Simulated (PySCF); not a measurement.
C2H3O2, SMILES C(O[CH2])=O, multiplicity 2. The structure is a stationary point at B3LYP-D3(BJ)/def2-SVP. The isomer is the one that the SMILES or the coordinates give; other isomers of the formula were not compared. The values are those of a single conformer.

Computed equilibrium geometry at B3LYP-D3(BJ)/def2-SVP (PySCF confirms it by a frequency run) as bond lengths and angles, and its point group (one conformer of several):
point group Cs.
Atoms: C1 O2 C3 O4 H5 H6 H7. Bond lengths (Å): C1–O2 1.360, C1–H5 1.089, C1–H6 1.087, O2–C3 1.358, C3–O4 1.198, C3–H7 1.108. Bond angles (°): O2–C1–H5 118.9, O2–C1–H6 114.4, H5–C1–H6 126.7, C1–O2–C3 119.1, O2–C3–O4 125.2, O2–C3–H7 108.5, O4–C3–H7 126.3.
Charge 0, spin multiplicity 2.
